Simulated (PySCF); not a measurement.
Species: C4H8OSi.
Geometry (GFN2-xTB, Å), atoms numbered from 1 in this order:
```
atom  x, y, z in Å
C1     2.7020   -0.8124    0.1835
C2     1.5769   -0.1629    0.4338
O3     0.3932   -0.5381   -0.1172
C4    -0.6690    0.3297   -0.1368
C5    -0.5747    1.6506   -0.0305
Si6   -2.2616   -0.6646   -0.3752
H7     2.7314   -1.6347   -0.5084
H8     3.6159   -0.5369    0.6745
H9     1.5325    0.6692    1.1289
H10   -1.4668    2.2478   -0.0629
H11    0.3567    2.1845    0.0737
H12   -2.3877   -1.5927    0.7495
H13   -2.1596   -1.4064   -1.6308
H14   -3.3899    0.2665   -0.4042
```

Computed, not measured: TDDFT PBE0/def2-SVPD, vertical, gas phase, core orbitals frozen in the response (PySCF).

Computed singlets with f of 0.002 or more:

```csv
state,E (eV),f
S1,5.63,0.230
S2,6.23,0.026
S3,6.38,0.055
S4,6.61,0.021
S5,6.95,0.0094
S6,7.00,0.0090
S7,7.17,0.268
S8,7.36,0.0081
```

Task: Give A, τ, |μ| and ∫σ dE for each state.

Result: A / s⁻¹ = 0.6670 f (ν̃ / cm⁻¹)² and τ = 1/A in vacuum; |μ| follows from f = (2/3) ΔE |μ|² (atomic units, 1 au = 2.5417 D); ∫σ dE = 109.76 f Mb·eV.

```json
{"state": "S1", "A (s⁻¹)": "3.2×10⁸", "τ": "3.2 ns", "|μ| (D)": "3.28", "∫σ dE (Mb·eV)": "25"}
{"state": "S2", "A (s⁻¹)": "4.4×10⁷", "τ": "23 ns", "|μ| (D)": "1.05", "∫σ dE (Mb·eV)": "2.8"}
{"state": "S3", "A (s⁻¹)": "9.7×10⁷", "τ": "10 ns", "|μ| (D)": "1.51", "∫σ dE (Mb·eV)": "6"}
{"state": "S4", "A (s⁻¹)": "3.9×10⁷", "τ": "26 ns", "|μ| (D)": "0.91", "∫σ dE (Mb·eV)": "2.3"}
{"state": "S5", "A (s⁻¹)": "2.0×10⁷", "τ": "51 ns", "|μ| (D)": "0.60", "∫σ dE (Mb·eV)": "1"}
{"state": "S6", "A (s⁻¹)": "1.9×10⁷", "τ": "52 ns", "|μ| (D)": "0.58", "∫σ dE (Mb·eV)": "0.99"}
{"state": "S7", "A (s⁻¹)": "6.0×10⁸", "τ": "1.7 ns", "|μ| (D)": "3.14", "∫σ dE (Mb·eV)": "29"}
{"state": "S8", "A (s⁻¹)": "1.9×10⁷", "τ": "53 ns", "|μ| (D)": "0.54", "∫σ dE (Mb·eV)": "0.89"}
```

Leading configurations: S1 H→L (96%); S2 H→L+1 (87%); S3 H→L+2 (72%); S4 H→L+3 (79%); S5 H→L+5 (89%); S6 H→L+4 (79%); S7 H-1→L (56%); S8 H→L+6 (84%) (H = HOMO, L = LUMO).

These lifetimes count emission to the ground state at the vertical energy alone; relaxation of the geometry and all other decay channels are left out.

Task: What is the integrated cross-section of all computed states together?

Result: Σf = 0.626 over S1 to S8, so 109.76 × Σf ≈ 68.7 Mb·eV.

Task: How much energy does a mole of photons resonant with S7 carry?

Result: 7.174 eV × 96.485 = 692 kJ/mol (165 kcal/mol).

Task: By what factor does the largest A in the list exceed the smallest?

Result: S7 has 32 times the rate of S8.

One conformer stands for the species.
